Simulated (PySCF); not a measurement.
Adding and removing an electron: HBr

PBE0; basis H def2-TZVPPD, Br def2-TZVPPD; no relativity; PySCF 2.14. Neutral (UKS): singlet (closed shell), Re = 1.420 Å, ωe = 2672 cm⁻¹, De = 3.98 eV, HOMO -8.79 eV, LUMO -0.47 eV.

HBr⁺ (UKS): doublet (π ↑), Re = 1.455 Å, ωe = 2452 cm⁻¹, De = 4.10 eV to H + Br⁺. The energies at the minima are -2574.45968 hartree for HBr and -2574.02895 for HBr⁺.

Problem. Work out the adiabatic ionisation energy, without and with harmonic zero-point energies (1 hartree = 27.2114 eV, 1 eV = 8065.5 cm⁻¹), and the change of the bond length.

Solution. At PBE0: 0.43073 hartree = 11.721 eV between the minima; the zero-point term (2452.0 − 2672.0)/2 cm⁻¹ = -0.014 eV makes it 11.707 eV. Re changes by +3.5 pm against the neutral. Minus the HOMO energy is 8.79 eV, -2.93 eV from the value between the minima; self-interaction puts the Kohn–Sham level too high, less so with exact exchange. The electron leaves a π orbital, which is non-bonding in a hydride.

Spin–orbit coupling is left out. For an ion De counts to the pair picked by the measured ionisation energies or electron affinities, which need not be the lowest pair at this level. States were picked by a PBE0 search and need not be the measured ground states.
